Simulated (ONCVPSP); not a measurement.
**How hard is this copper ONCV potential?**

Cu, optimised norm-conserving Vanderbilt (ONCV), made with ONCVPSP 4.0.1 (LDA (Perdew-Wang 92), scalar-relativistic). Core [Ne], reference 3s2 3p6 3d10 4s1. Waves: 3s+4s: rc 1.45 bohr, ncon 3, nbas 7, qcut 6.7 1/bohr, 2 projectors; 3p: rc 0.70 bohr, ncon 4, nbas 8, qcut 13.5 1/bohr, 2 projectors, debl 2.7 Ha; 3d: rc 1.35 bohr, ncon 4, nbas 9, qcut 12 1/bohr, 1 projector. Local part: polynomial inside 0.70 bohr (lpopt 2, dvloc0 -1 Ha). Core correction: polynomial model core, fcfact 0.55.

Task: For each optimised wave give the share of its norm inside rc, the residual kinetic energy above qcut (Ha) and the cutoffs (Ha) for errors of 10, 1, 0.1 and 0.01 mHa per electron.

Result:

| wave | norm inside rc | residual KE | 10 mHa | 1 mHa | 0.1 mHa | 0.01 mHa |
| --- | --- | --- | --- | --- | --- | --- |
| 3s | 0.985 | 1.1e-05 | 13.1 | 16.7 | 19.7 | 23.4 |
| 4s | 0.068 | 6.6e-06 | 8.8 | 12.9 | 15.9 | 20.1 |
| 3p | 0.487 | 4.1e-04 | 35.3 | 80.8 | 226.5 | 407.8 |
| p projector 2 | 0.015 | 1.9e-05 | 21.3 | 31.9 | 71.2 | 137.5 |
| 3d | 0.767 | 1.3e-05 | 47.6 | 56.1 | 62.9 | 127.5 |

The occupied waves need 81 Ha and 226 Ha for 1 and 0.1 mHa. 1 of 4 tests not solved or not reliable.
